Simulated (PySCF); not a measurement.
Job for PySCF: R-B3LYP/6-31G* on GeH7NSi (SMILES N[SiH2][GeH3]), a point of a torsion scan.

```python
from pyscf import gto, scf, dft, mp
from pyscf.data.elements import chemcore

mol = gto.M(
    atom='''
    N     1.64390021    0.67626429    0.32569917
    Si    0.62653576   -0.69348528    0.10919369
    Ge   -1.54361174    0.04839459    0.52277729
    H     2.63936949    0.57704281    0.21254080
    H     1.34559448    1.57211063   -0.02600640
    H     0.69652615   -1.31900333   -1.22353969
    H     1.08984034   -1.67604399    1.08908091
    H    -1.69731895    1.49896324    0.88600185
    H    -2.27060624   -0.64964396    1.63405667
    H    -2.50302299   -0.09641515   -0.62567977
    ''',
    basis='6-31g*',
    cart=True,
    charge=0, spin=0, verbose=3, max_memory=1800)
mf = dft.RKS(mol, xc='b3lyp')
mf.conv_tol = 1e-8
mf.max_cycle = 100
mf.kernel()
if not mf.converged:
    mf = mf.newton().run(mf.mo_coeff, mf.mo_occ)
```

### Question
Predict the final total energy.

### Answer
-2425.2281 hartree.
